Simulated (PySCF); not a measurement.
**State search for BeS**

Unrestricted PBE0; Be def2-SVPD, S def2-SVPD; no relativity (PySCF 2.14). Outer shells of the fragments: Be 2s2; S 3s2 3p4.

Followed along the bond (rough minima from three points):

```
2Ms+1  unpaired  ⟨S²⟩ at the start  R at minimum (Å)  Te (eV)
    1      none               0.00              1.76     0.00
    3  σ ↑, π ↑               2.00              1.95     0.64
    1  σ ↑, π ↓               1.01              1.96     0.68
```

Solutions found at the starting distance of 1.945 Å, counted from the lowest of them; the search is not exhaustive and high or unbound solutions are not listed, so other states can lie among these:

```json
{"2Ms+1": "1", "unpaired": "none", "term": "¹Σ⁺", "E (eV)": "0.00", "⟨S²⟩": "0.00", "⟨Lz²⟩": "0.00", "μ (D)": "-5.95"}
{"2Ms+1": "3", "unpaired": "σ ↑, π ↑", "term": "³Π", "E (eV)": "0.29", "⟨S²⟩": "2.00", "⟨Lz²⟩": "1.01", "μ (D)": "-0.71"}
{"2Ms+1": "1", "unpaired": "σ ↑, π ↓", "term": "mixed", "E (eV)": "0.34", "⟨S²⟩": "1.01", "⟨Lz²⟩": "1.01", "μ (D)": "-0.70"}
{"2Ms+1": "3", "unpaired": "σ ↑↑", "term": "³Σ⁺", "E (eV)": "2.10", "⟨S²⟩": "2.01", "⟨Lz²⟩": "0.00", "μ (D)": "-0.53"}
{"2Ms+1": "3", "unpaired": "π ↑↑", "term": "mixed", "E (eV)": "3.08", "⟨S²⟩": "2.02", "⟨Lz²⟩": "2.01", "μ (D)": "-2.94"}
{"2Ms+1": "3", "unpaired": "π ↑↑", "term": "mixed", "E (eV)": "3.36", "⟨S²⟩": "2.02", "⟨Lz²⟩": "2.01", "μ (D)": "-3.02"}
```

A term symbol is given only where ⟨S²⟩ and ⟨Lz²⟩ are close to those of a pure state; real π, δ and φ orbitals otherwise mix terms. A positive dipole means Be(−)S(+).

**Question.** Compare the gap between the two lowest followed solutions at the starting distance with the gap between their minima.

**Answer.** At PBE0 the second solution (triplet, unpaired electrons σ ↑, π ↑) lies +0.29 eV from the first (singlet, closed shell) at 1.945 Å and +0.64 eV at the minima; the two curves relax by different amounts, since their minima lie near 1.95 and 1.76 Å.

Counting both spins, an empty level lies below a filled one in some of these solutions, because spin and occupation are held.
